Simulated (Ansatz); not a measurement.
Stepwise reaction of `[Cl][SnH]([Cl])[GeH3]` with hydrogen, as a gas-phase model of exchange steps in deposition or etching. ΔE in kJ/mol; ΔG adds harmonic PBE0-D4 terms to CCSD(T)/CBS, at 1 bar.

Program: Ansatz. Geometries: PBE0-D4/def2-TZVP. ΔE: electronic, gas phase. CBS: MP2 limit from def2 TZ/QZ plus the TZ coupled-cluster correction, frozen cores. This one scheme is used for every species. DFT in def2-TZVPP. B3LYP here is the variant with VWN-RPA as its local correlation; programs differ in this. Elements past krypton have def2 core potentials. For Ge, Sn outer-core shells are correlated without core-valence functions, which leaves a few kJ/mol of doubt a bond. Scalar relativity is left out up to krypton.

| step | reaction | PBE-D4 | B3LYP-D4 | ωB97M-V | CCSD(T)/CBS | ΔG(600 K) |
| --- | --- | --- | --- | --- | --- | --- |
| 2 | `[Cl][SnH2][GeH3]` + H₂ → `[GeH3][SnH3]` + HCl | 73.1 | 76.0 | 71.8 | 76.4 | 73.4 |

Q: Give the row of step 1, `[Cl][SnH]([Cl])[GeH3]` + H₂ → `[Cl][SnH2][GeH3]` + HCl. (An estimate is asked.)

A: The calculation gave: 
```
step                                                 reaction  PBE-D4  B3LYP-D4  ωB97M-V  CCSD(T)/CBS  ΔG(600 K)
   1  `[Cl][SnH]([Cl])[GeH3]` + H₂ → `[Cl][SnH2][GeH3]` + HCl    78.4      80.1     75.1         79.1       70.9
```

Q: By hand: ΔE of the 2 steps together at CCSD(T)/CBS.

A: (79.1) + (76.4) = 155.5 kJ/mol, or 77.8 kJ/mol a step.

In ΔE the steps differ by no more than 2.7 kJ/mol. All are uphill at CCSD(T)/CBS. ΔG lies between 70.9 and 73.4 kJ/mol a step. PBE-D4 differs from CCSD(T)/CBS by -3.3 to -0.7 kJ/mol a step. Only this route is followed, and other bonds may react first. Isolated molecules leave out the surface, adducts and barriers. Largest T1 diagnostic: 0.012.
